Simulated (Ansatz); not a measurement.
Basis-set series for C3H6AlF (`C=C[CH2][AlH][F]`). The species carries charge 0 and has multiplicity 1. Geometry: relaxed with PBE0-D4/def2-TZVP. It is one conformer, not always the lowest.

Z-matrix (Å, degrees):
```
Al
F 1 1.657
C 1 2.202 2 106.6
C 1 2.496 2 115.4 3 34.0
C 1 1.994 2 118.9 3 -42.0
H 1 1.571 2 120.1 3 148.3
H 3 1.089 1 112.1 2 -6.1
H 4 1.086 1 89.5 2 151.8
H 4 1.082 1 126.7 2 27.6
H 5 1.090 1 107.5 2 -165.3
H 5 1.083 1 123.0 2 -30.9
```

```json
{"functional": "PBE0-D4", "basis": "def2-SVP", "functions": "104", "energy (Eh)": "-459.65921", "HOMO (eV)": "-7.09", "LUMO (eV)": "-0.71"}
{"functional": "PBE0-D4", "basis": "def2-TZVPP", "functions": "250", "energy (Eh)": "-460.00032", "HOMO (eV)": "-7.10", "LUMO (eV)": "-0.82"}
{"functional": "ωB97M-V", "basis": "def2-SVP", "functions": "104", "energy (Eh)": "-459.89813", "HOMO (eV)": "-9.17", "LUMO (eV)": "1.38"}
{"functional": "ωB97M-V", "basis": "def2-TZVPP", "functions": "250", "energy (Eh)": "-460.24885", "HOMO (eV)": "-9.20", "LUMO (eV)": "1.19"}
```

Problem. Give the rows for def2-QZVPP. (An estimate is asked.)

Solution. The calculation gave: 
```
functional       basis  functions  energy (Eh)  HOMO (eV)  LUMO (eV)
   PBE0-D4  def2-QZVPP        478   -460.02064      -7.11      -0.87
   ωB97M-V  def2-QZVPP        478   -460.26813      -9.21       1.01
```

Positive LUMOs are unbound and depend on the basis.

Computed with Ansatz.
